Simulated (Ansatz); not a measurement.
`[SiH3][CH]1[O][GeH2]1`. Charge 0, multiplicity 1. The geometry is a stationary point of PBE0-D4/def2-TZVP.

```xyz
10

Si   -0.066   -1.234   -0.968
C     0.456   -0.213    0.509
O    -0.572    0.048    1.492
Ge   -0.083    1.607    0.682
H    -0.383   -2.632   -0.569
H    -1.276   -0.623   -1.580
H     1.041   -1.251   -1.962
H     1.429   -0.447    0.951
H     0.641    2.552    1.636
H    -1.188    2.193   -0.190
```

Question: What is the dipole moment at PBE/def2-TZVPP? (An estimate is asked.)

Answer: Computed: 2.11 D, with components (1.03, 1.71, -0.68) D in this frame, pointing from negative to positive charge.

Question: And with r2SCAN, B3LYP, ωB97M-V? (Best estimate.)

Answer: The calculation gave: r2SCAN 2.16 D, B3LYP 2.31 D, ωB97M-V 2.41 D.

Question: Give the Mulliken charges with PBE, r2SCAN, B3LYP in def2-TZVPP. (An estimate is asked.)

Answer: The calculation gave: 
| atom | PBE | r2SCAN | B3LYP |
| --- | --- | --- | --- |
| Si1 | 0.22 | 0.32 | 0.30 |
| C2 | -0.04 | -0.03 | -0.05 |
| O3 | -0.36 | -0.43 | -0.44 |
| Ge4 | 0.23 | 0.26 | 0.26 |
| H5 | -0.05 | -0.07 | -0.06 |
| H6 | -0.06 | -0.07 | -0.07 |
| H7 | -0.06 | -0.08 | -0.08 |
| H8 | 0.09 | 0.07 | 0.10 |
| H9 | 0.01 | 0.01 | 0.02 |
| H10 | 0.01 | 0.01 | 0.02 |

B3LYP here is the variant with VWN-RPA as its local correlation; programs differ in this.
